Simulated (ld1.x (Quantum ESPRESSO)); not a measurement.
u(r) = r·R(r): atom against pseudo-atom (rhenium)

Columns: radius, all-electron u(r) and pseudo u(r) of the 6p shell (level -4.02 eV) of rhenium in the configuration [Xe] 4f14 5d5 6s1.5 6p0; PBE, scalar-relativistic, TM semilocal scheme, ld1.x (Quantum ESPRESSO) 7.5.

| r (bohr) | all-electron | pseudo |
| --- | --- | --- |
| 0.158 | -0.0890 | 0.0017 |
| 0.315 | 0.1195 | 0.0067 |
| 0.473 | 0.0778 | 0.0152 |
| 0.630 | -0.0865 | 0.0273 |
| 0.788 | -0.2006 | 0.0434 |
| 0.945 | -0.2311 | 0.0637 |
| 1.102 | -0.1977 | 0.0885 |
| 1.260 | -0.1257 | 0.1184 |
| 1.418 | -0.0359 | 0.1531 |
| 1.575 | 0.0572 | 0.1923 |
| 1.732 | 0.1465 | 0.2355 |
| 1.890 | 0.2283 | 0.2816 |
| 2.047 | 0.2996 | 0.3285 |
| 2.205 | 0.3609 | 0.3745 |
| 2.362 | 0.4115 | 0.4169 |
| 2.520 | 0.4526 | 0.4543 |
| 2.678 | 0.4848 | 0.4852 |
| 2.835 | 0.5088 | 0.5088 |
| 2.992 | 0.5255 | 0.5255 |
| 3.150 | 0.5360 | 0.5360 |
| 3.308 | 0.5410 | 0.5410 |
| 3.465 | 0.5413 | 0.5413 |
| 3.622 | 0.5377 | 0.5377 |
| 3.780 | 0.5308 | 0.5308 |
| 3.938 | 0.5212 | 0.5212 |
| 4.095 | 0.5095 | 0.5095 |

**Question.** How many radial nodes do the two functions have?

**Answer.** The all-electron 6p function has n − l − 1 = 4 (the table is too coarse to show those close to the nucleus); the pseudo-wave has 0, since the states of the same l below it are removed with the core.

**Question.** At about which radius was the pseudo-wave matched?

**Answer.** 3.15 bohr. The columns agree to 0.0005 from 2.68 bohr on; several derivatives are matched, so the curves merge somewhat inside the radius.

**Question.** Where does each function peak?

**Answer.** Outermost all-electron maximum near 3.46 bohr, pseudo maximum near 3.46 bohr (to the table’s step).

**Question.** Is the pseudo-wave norm-conserving?

**Answer.** Yes: the TM semilocal scheme keeps the norm inside the radius equal to the all-electron one, which fixes the energy derivative of the logarithmic derivative at the level.
